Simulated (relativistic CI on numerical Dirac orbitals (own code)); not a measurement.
Electric-dipole transitions in Ge⁶⁺

Computed by Dirac-Coulomb-Breit CI, KLI orbitals optimised for each configuration, model QED (radiative potential, 1s self-energy scaled to tabulated hydrogen-like ionisation energies), unscaled Slater integrals (own radial code, finite nucleus).

Configurations in the expansion (outside the closed core [Ne]): 3s2 3p6 3d8, 3s2 3p6 3d7 4s, 3s2 3p5 3d9, 3s2 3p6 3d7 4p, 3s2 3p6 3d7 4d, 3s2 3p4 3d10, 3s 3p6 3d9, 3s2 3p6 3d7 5s, 3s2 3p6 3d7 5p, 3s2 3p6 3d7 4f, 3s2 3p6 3d7 5d, 3s2 3p6 3d6 4s2, 3s2 3p6 3d7 5f, 3s2 3p6 3d7 5g, 3s2 3p6 3d6 4s 4p, 3s2 3p6 3d6 4p2. Levels of other configurations are missing.

| λ vac (nm) | Lower | Upper | A (s⁻¹) | log gf | S velocity/length |
| --- | --- | --- | --- | --- | --- |
| 18.428 | 3s2 3p6 3d8 3F_4 [1] | 3s2 3p6 3d7 4p 3G°_5 [91] | 1.72e+10 | -0.02 | 0.97 |
| 18.440 | 3s2 3p6 3d8 3F_3 [2] | 3s2 3p6 3d7 4p 3G°_4 [103] | 1.77e+10 | -0.09 | 0.97 |
| 18.708 | 3s2 3p6 3d8 3F_4 [1] | 3s2 3p6 3d7 4p 3F°_4 [74] | 1.29e+10 | -0.22 | 0.92 |
| 19.269 | 3s2 3p6 3d8 1G_4 [8] | 3s2 3p6 3d7 4p 1G°_4 [127] | 4.02e+10 | 0.30 | 0.86 |
| 19.303 | 3s2 3p6 3d8 3F_4 [1] | 3s2 3p6 3d7 4p 3D°_3 [67] | 1.29e+10 | -0.30 | 0.89 |
| 19.499 | 3s2 3p6 3d8 3F_4 [1] | 3s2 3p6 3d7 4p 3F°_4 [64] | 1.28e+10 | -0.18 | 0.88 |
| 57.565 | 3s2 3p6 3d7 4p 5F°_5 [45] | 3s2 3p6 3d7 4d 5G_6 [161] | 6.82e+09 | 0.64 | 0.97 |
| 58.297 | 3s2 3p6 3d7 4p 5G°_3 [58] | 3s2 3p6 3d7 4d 5H_4 [177] | 8.51e+09 | 0.59 | 0.98 |
| 58.487 | 3s2 3p6 3d7 4p 5G°_4 [56] | 3s2 3p6 3d7 4d 5H_5 [173] | 8.42e+09 | 0.68 | 0.98 |
| 58.506 | 3s2 3p6 3d7 4p 5F°_5 [45] | 3s2 3p6 3d7 4d 5F_5 [158] | 6.66e+09 | 0.58 | 0.99 |
| 58.741 | 3s2 3p6 3d7 4p 5G°_5 [53] | 3s2 3p6 3d7 4d 5H_6 [168] | 1.14e+10 | 0.88 | 0.98 |
| 59.118 | 3s2 3p6 3d7 4p 5G°_6 [52] | 3s2 3p6 3d7 4d 5H_7 [164] | 1.19e+10 | 0.97 | 0.98 |
| 59.638 | 3s2 3p6 3d7 4p 3G°_5 [62] | 3s2 3p6 3d7 4d 3H_6 [176] | 1.15e+10 | 0.90 | 0.97 |
| 59.717 | 3s2 3p6 3d7 4p 5D°_4 [82] | 3s2 3p6 3d7 4d 5F_5 [200] | 1.08e+10 | 0.80 | 0.98 |
| 59.842 | 3s2 3p6 3d7 4p 3G°_4 [66] | 3s2 3p6 3d7 4d 3H_5 [186] | 1.13e+10 | 0.82 | 0.97 |
| 80.272 | 3s2 3p6 3d7 4s 1H_5 [37] | 3s2 3p6 3d7 4p 1H°_5 [130] | 2.90e+09 | 0.49 | 0.94 |
| 81.462 | 3s2 3p6 3d7 4s 3H_6 [28] | 3s2 3p6 3d7 4p 3H°_6 [119] | 2.61e+09 | 0.53 | 0.95 |
| 81.787 | 3s2 3p6 3d7 4s 3H_5 [30] | 3s2 3p6 3d7 4p 3H°_5 [121] | 2.66e+09 | 0.47 | 0.95 |
| 82.386 | 3s2 3p6 3d7 4s 3H_4 [32] | 3s2 3p6 3d7 4p 3H°_4 [123] | 2.63e+09 | 0.38 | 0.95 |
| 83.773 | 3s2 3p6 3d7 4s 5P_3 [18] | 3s2 3p6 3d7 4p 5D°_4 [82] | 2.55e+09 | 0.38 | 0.97 |
| 83.921 | 3s2 3p6 3d7 4s 3G_5 [21] | 3s2 3p6 3d7 4p 3G°_5 [87] | 1.88e+09 | 0.34 | 0.95 |
| 84.154 | 3s2 3p6 3d7 4s 5F_5 [10] | 3s2 3p6 3d7 4p 5G°_6 [52] | 2.80e+09 | 0.59 | 0.99 |
| 84.159 | 3s2 3p6 3d7 4s 3F_4 [42] | 3s2 3p6 3d7 4p 3G°_5 [140] | 2.59e+09 | 0.48 | 0.99 |
| 85.076 | 3s2 3p6 3d7 4s 3D_3 [33] | 3s2 3p6 3d7 4p 3F°_4 [117] | 2.66e+09 | 0.41 | 0.99 |
| 85.674 | 3s2 3p6 3d7 4s 5F_4 [11] | 3s2 3p6 3d7 4p 5G°_5 [53] | 2.31e+09 | 0.45 | 0.99 |
| 86.130 | 3s2 3p6 3d7 4s 5F_3 [12] | 3s2 3p6 3d7 4p 5G°_4 [56] | 2.32e+09 | 0.37 | 0.98 |
| 86.540 | 3s2 3p6 3d7 4s 5F_2 [13] | 3s2 3p6 3d7 4p 5G°_3 [58] | 2.19e+09 | 0.24 | 0.98 |
| 86.642 | 3s2 3p6 3d7 4s 3G_5 [21] | 3s2 3p6 3d7 4p 3H°_6 [81] | 2.55e+09 | 0.57 | 1.01 |
| 87.247 | 3s2 3p6 3d7 4s 5F_3 [12] | 3s2 3p6 3d7 4p 5D°_3 [54] | 1.72e+09 | 0.14 | 0.96 |
| 87.719 | 3s2 3p6 3d7 4s 5F_4 [11] | 3s2 3p6 3d7 4p 5D°_4 [47] | 1.88e+09 | 0.29 | 0.96 |
| 87.786 | 3s2 3p6 3d7 4s 3H_6 [28] | 3s2 3p6 3d7 4p 3I°_7 [104] | 2.53e+09 | 0.64 | 1.02 |
| 88.098 | 3s2 3p6 3d7 4s 1G_4 [24] | 3s2 3p6 3d7 4p 1H°_5 [94] | 1.90e+09 | 0.39 | 1.01 |
| 88.177 | 3s2 3p6 3d7 4s 3F_4 [15] | 3s2 3p6 3d7 4p 3F°_4 [64] | 2.16e+09 | 0.35 | 0.95 |
| 88.406 | 3s2 3p6 3d7 4s 3F_2 [17] | 3s2 3p6 3d7 4p 3G°_3 [69] | 2.13e+09 | 0.24 | 1.00 |
| 88.711 | 3s2 3p6 3d7 4s 3F_3 [16] | 3s2 3p6 3d7 4p 3G°_4 [66] | 2.17e+09 | 0.36 | 1.01 |
| 88.948 | 3s2 3p6 3d7 4s 3F_4 [15] | 3s2 3p6 3d7 4p 3G°_5 [62] | 2.01e+09 | 0.42 | 1.01 |
| 89.117 | 3s2 3p6 3d7 4s 5F_5 [10] | 3s2 3p6 3d7 4p 5F°_5 [45] | 2.28e+09 | 0.48 | 0.96 |
| 89.145 | 3s2 3p6 3d7 4s 3G_5 [21] | 3s2 3p6 3d7 4p 3F°_4 [74] | 1.65e+09 | 0.25 | 0.91 |
| 89.422 | 3s2 3p6 3d7 4s 5F_4 [11] | 3s2 3p6 3d7 4p 5F°_3 [46] | 1.70e+09 | 0.15 | 0.94 |
| 89.511 | 3s2 3p6 3d7 4s 5F_5 [10] | 3s2 3p6 3d7 4p 5D°_4 [44] | 1.78e+09 | 0.28 | 0.93 |
| 90.054 | 3s2 3p6 3d7 4s 1H_5 [37] | 3s2 3p6 3d7 4p 1I°_6 [114] | 2.02e+09 | 0.50 | 1.03 |
| 90.643 | 3s2 3p6 3d7 4s 3G_4 [22] | 3s2 3p6 3d7 4p 3H°_5 [73] | 1.48e+09 | 0.30 | 1.01 |
| 91.087 | 3s2 3p6 3d7 4s 3H_6 [28] | 3s2 3p6 3d7 4p 3G°_5 [91] | 1.94e+09 | 0.42 | 0.89 |
| 91.415 | 3s2 3p6 3d7 4s 3H_4 [32] | 3s2 3p6 3d7 4p 3I°_5 [102] | 1.99e+09 | 0.44 | 1.02 |
| 91.513 | 3s2 3p6 3d7 4s 3H_5 [30] | 3s2 3p6 3d7 4p 3I°_6 [95] | 1.70e+09 | 0.44 | 1.02 |

Terms are leading LS components. Brackets give the number of a level in order of energy, since labels repeat. The list gives strong lines, with weight on those to low levels, among the lowest 200 of 2140 levels, so that lines to higher ones, which can be the strongest, are missing. Levels whose partners in the same complex of configurations lie outside the list can be far off, and so can their lines. Rates are taken at the computed energies, electric ones in the length gauge. A velocity-to-length ratio far from 1 marks an uncertain rate.

At this charge configurations can still be misplaced by up to about 7 % of their energy. Terms inside the open d or f shell come out 10 to 20 % too wide with unscaled integrals. 43 of the 48 excited levels that our extract of the measured tables holds in this range could be paired (the sources list more); they are missed by 3951 cm⁻¹ on average and 8803 at most, and levels without a partner can miss by more.

LS names give the leading component of a level, which can be under half, so a name can repeat, a term be missing and a line seem to break the LS rules.
